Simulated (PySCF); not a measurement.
## Electronic structure of Mg(2+) (magnesium, charge +2) at the UHF level

Configuration: [Ne], closed-shell 1S. Computed with PySCF 2.14 in dyall-av3z (20s13p6d4f, 117 functions), with scalar relativity by spin-free X2C-1e.

* Total energy: -199.136733 hartree
* One-electron energy: -271.5393 hartree
* Hartree (Coulomb) energy: 88.1220 hartree
* Exchange energy: -15.7195 hartree
* ⟨S²⟩: 0.0000
* ⟨L²⟩: 0.000
* Sum of ⟨r⟩: 5.721 bohr
* Sum of ⟨r²⟩: 4.710 bohr²
* Langevin diamagnetic susceptibility: -3.73 ×10⁻⁶ cm³/mol

```json
{"shell": "1s", "electrons": "2", "mean orbital energy (eV)": "-1356.6", "rms radius, mean of both spins (bohr)": "0.151"}
{"shell": "2s", "electrons": "2", "mean orbital energy (eV)": "-122.34", "rms radius, mean of both spins (bohr)": "0.754"}
{"shell": "2p", "electrons": "6", "mean orbital energy (eV)": "-81.784", "rms radius, mean of both spins (bohr)": "0.767"}
```
